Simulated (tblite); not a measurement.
Species: C2H12OP2Si2.
Geometry (GFN2-xTB, Å), atoms numbered from 1 in this order:
```
atom  x, y, z in Å
Si1   -3.0282    1.0767   -0.2956
C2    -2.0364   -0.3440    0.5063
O3    -0.7009   -0.2177    0.0603
C4     0.2068   -1.1473    0.6129
Si5    1.8991   -0.4391    0.0539
P6     3.2868   -0.3251    1.8266
P7     1.1213    1.5873   -0.4845
H8    -4.4003    0.9908    0.2129
H9    -3.0172    0.8816   -1.7456
H10   -2.4087    2.3460    0.0702
H11   -2.0687   -0.2929    1.6037
H12   -2.4286   -1.3311    0.2220
H13   -0.0049   -2.1570    0.2410
H14    0.1121   -1.1714    1.7070
H15    2.4399   -1.2904   -1.0285
H16    3.7547   -1.6199    1.6923
H17    4.3411    0.1939    1.0994
H18    0.6217    1.2029   -1.7124
H19    2.3003    2.0659   -1.0488
```

Method: GFN2-xTB as coded in tblite; computed harmonic values from a numerical Hessian at the method's own geometry, unscaled. This tight-binding method is rough: wavenumbers can miss measured ones by several per cent, in bad cases by 10 to 20. Modes of hydrogen on phosphorus and silicon can be 10 to 20 % off. One conformer, not necessarily the lowest.

Harmonic wavenumbers (cm⁻¹): 25.5, 60.1, 63.0, 76.7, 98.7, 104.9, 130.3, 134.9, 170.3, 262.0, 296.8, 336.5, 429.5, 516.0, 519.4, 540.6, 554.7, 607.1, 672.8, 683.4, 694.3, 707.3, 735.2, 755.6, 772.0, 775.8, 790.4, 800.4, 820.7, 1005.0, 1075.2, 1139.3, 1145.9, 1181.8, 1203.4, 1249.4, 1302.6, 1483.7, 1493.0, 2092.9, 2250.4, 2271.3, 2272.7, 2307.1, 2308.0, 2386.6, 2392.2, 2849.0, 2861.9, 2883.9, 2896.0.

A = 2301, B = 527.9, C = 468.3 MHz; mass 169.990 u (most abundant isotopes); point group C1, symmetry number 1.

Zero-point energy?

½Σν̃ = 27593 cm⁻¹ = 78.89 kcal/mol.

Entropy at 350 K, 1 bar (ideal gas, RRHO, classical rotation)?

Translation 42.12, rotation 31.19, vibration 52.10: S = 125.4 cal/(mol K).

And Cp and H(350 K) − H(0)?

Cp = 53.15 cal/(mol K), of which vibrations give 45.21 (their classical limit is 51 R = 101.3); H(350 K) − H(0) = 11.56 kcal/mol without the zero-point energy, 8.78 from vibrations.

Blend soft modes into free rotors: weight 1/[1 + (100 cm⁻¹/ν̃)⁴] for the oscillator and the rest for a rotor with moment μB/(μ + B), μ = h/(8π²ν), B = 10⁻⁴⁴ kg m². What vibrational entropy results?

46.15 cal/(mol K) in place of 52.10, which changes −T·S at 350 K by +2.08 kcal/mol.

How do the functions run with temperature in this model?

```
T (K)  S (cal/(mol K))  Cp (cal/(mol K))  H − H(0) (kcal/mol)  G − H(0) (kcal/mol)  ln q(vib)
  100             79.8              25.0                 1.71                -6.26       3.64
  200            100.5              36.6                 4.78               -15.33       7.92
  300            117.6              48.1                 9.02               -26.26      11.77
  500            146.5              65.2                20.48               -52.77      18.79
  800            180.8              80.7                42.57              -102.09      28.02
 1000            199.6              87.5                59.43              -140.18      33.45
```

q(vib) and H(0) count from the zero-point level.

What must be added to the electronic energy to get the Gibbs energy at 350 K and 1 bar?

ZPE + [H(350 K) − H(0)] − T·S = 78.89 + 11.56 − 43.89 = 46.56 kcal/mol.

Hindered rotation and anharmonicity are outside this model. Other conformers, if any are populated, would add a mixing term that is left out. The structure is chiral; the term R ln 2 for an equal mix with its mirror image is left out.

On an Arm Neoverse N1 with one thread, shared host with 64 logical CPUs at a one-minute load of 60, this took 1.8 s. This covers the Hessian and the dipole derivatives.
